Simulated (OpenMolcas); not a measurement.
V3+: effect of the metal basis

V3+ with 6 ligands (fluoride) in trigonal prismatic coordination (D3h) at 1.95 Å, a polar angle of 50.5° against the regular 49.1°. A charge of +0.5 e stands 2.6 Å behind each ligand.

| Quantity | Value |
| --- | --- |
| Program | OpenMolcas |
| Method | SS-CASPT2, IPEA 0.25 Eh, imaginary shift 0.1 Eh (closed shells correlated: 3s 3p and the ligand valence shells) |
| Spin-orbit coupling | RASSI with atomic mean-field integrals over the reference wave functions |

Fixed: ligand basis ANO-RCC-VDZP, active space 2 electrons in 5 orbitals (3d), DKH2 Hamiltonian.

States (labels of D3, the rotations of D3h). Energies in cm-1 above the lowest state or level, χT in cm3 K/mol.

```tsv
Run	Metal basis	Ground state	First state of that spin	First gap with spin-orbit (degeneracies)	χT at 300 K	First state of another spin	Cost
A	ANO-RCC-VDZP	3E	3A2 9390	190 (2, 2)	0.875	1A1 9880	roughly 2.5 core-minutes
B	ANO-RCC-VTZP	3E	3A2 9220	180 (2, 2)	0.883	1A1 9530	roughly 5 core-minutes
```

Against A, the first state of the same spin changes by -1.8 % in B.

Costs are those of the CASPT2 steps.

Roots that are degenerate in the reference are averaged as groups; the widest CASPT2 spread within a group is 140 cm-1 (the 2-fold group of multiplicity 3 near 0 cm-1 above the lowest state of its run, A). Shifts and gaps below about the spread of the groups concerned are not significant. Over all roots computed the reference weight is 0.71 to 0.72 in A, 0.71 to 0.72 in B; a low but even weight reflects the number of correlated electrons. An orbital doublet at a regular site is open to a Jahn-Teller distortion, which this geometry leaves out. Ligand-to-metal charge-transfer states are missing. With no ligand orbital active B as a rule stays too high, so bands that hang on it stand too high and its fall with covalency is understated. No measured value stands beside these numbers; the geometry was imposed, not optimised, and the real ion may take another.
